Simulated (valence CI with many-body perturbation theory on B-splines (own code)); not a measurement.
# Ho⁶¹⁺ in brief

Level of theory: relativistic CI+MBPT: four valence electrons over a frozen Dirac-Fock core [He], radial functions for each j: 11 s, 11 p, 10 d, 8 f, 5 g, 2 h, with the one-electron correlation potential Σ1, the two-electron term Σ2, the three-electron term Σ3, Breit, model QED; selected CI, second order for the rest, scaled by the run's own slope (own B-spline code, finite nucleus).

No measured spectrum was set against this ion. As an estimate, large intervals hold to a few tenths of a per cent, small ones and those within an open d or f shell to about a per cent. Among the levels kept, up to 910 cm⁻¹ of a level comes from second order outside the variational space, and about a tenth of that is noise between levels of different J, which matters for small intervals.

Levels are named by their leading jj configuration (3d3/2^4 stands for four electrons in 3d with j = 3/2), which in mixed levels can hold well under half, so a name can repeat and another be missing.

Rates and lifetimes use the calculated energies. Strong lines usually hold to 10 to 20 %, long lifetimes can be off by a factor of two.

(1) What is the ground level?

(2) What is the ionisation energy?

(3) Among levels below 89389 × 10³ cm⁻¹, which E1 lines absorb most strongly from the ground level?

(4) Where does the other parity begin?

(5) How well does LS coupling describe the low levels?

## Answers

(1) (2s^2 2p1/2^2) J=0, composition 69 % 2s2 2p2 3P + 31 % 2s2 2p2 1S.

(2) 14641 eV; NIST lists 14639 ± 12 eV (theoretical).

(3) to (2s^2 2p1/2 3d3/2) J=1 at 0.1426 nm, f = 1.08; to (2s 2p1/2^2 3p1/2) J=1 at 0.1447 nm, f = 0.364; to (2s 2p1/2^2 3p3/2) J=1 at 0.1401 nm, f = 0.324.

(4) At (2s 2p1/2^2 2p3/2) J=2, 9272.9 × 10³ cm⁻¹.

(5) Among the lowest 20 levels the leading LS term, summed over configurations, holds 67 % on average. For single configurations the figures are 67 % in LS and 100 % in jj coupling. Terms mix most in the J = 1 level at 9900.4 × 10³ cm⁻¹, where the leading one holds 32 %.
